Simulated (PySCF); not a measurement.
**Basis and Hamiltonian dependence of the excitation energy of Zr**

Zr [Kr] 4d2 5s2 (3F) → Zr [Kr] 4d2 5s1 5p1 (high-spin determinant). Calculated with PySCF 2.14 from differences of total energies of unrestricted determinants, without spin-orbit coupling. Values in eV.

```tsv
basis	Hamiltonian	functions	UHF	LDA	PBE0	MP2 (valence)	CCSD(T) (valence)	CCSD(T) (valence and next inner shell)
ANO-RCC-VDZP	spin-free X2C	43	1.109	2.366	1.997	1.784	n/a	n/a
aug-cc-pVDZ-PP with ECP28MDF	ECP	54	0.824	2.136	1.760	1.569	1.754	n/a
ANO-RCC-VTZP	spin-free X2C	68	0.888	2.173	1.797	1.644	1.843	2.030
aug-cc-pwCVDZ-PP with ECP28MDF	ECP	70	0.825	2.131	1.754	1.584	1.775	1.959
x2c-TZVPPall	spin-free X2C	79	0.850	2.132	1.761	1.626	n/a	2.004
def2-QZVPPD with the def2 core potential (28 electrons)	ECP	81	0.837	2.152	1.776	1.640	1.808	2.001
x2c-TZVPPall with one added diffuse shell each of s, p, d, f type	spin-free X2C	95	0.848	2.132	1.760	1.628	1.804	2.002
aug-cc-pVTZ-DK	spin-free X2C	102	0.825	2.115	1.745	1.627	1.795	n/a
x2c-QZVPPall	spin-free X2C	111	0.831	2.120	1.751	1.633	1.803	n/a
aug-cc-pVTZ-PP with one added diffuse shell each of s, p, d, f, g type with ECP28MDF	ECP	113	0.823	2.130	1.753	1.626	n/a	n/a
aug-cc-pwCVTZ-PP with ECP28MDF	ECP	122	0.825	2.130	1.753	1.636	n/a	n/a
```

Frozen in the all-electron rows: valence: [Kr]; valence and next inner shell: [Ar] 3d10; with a core potential, the same shells as far as they lie outside it.

One determinant mixes LS terms of the configuration, so the numbers do not refer to single terms.
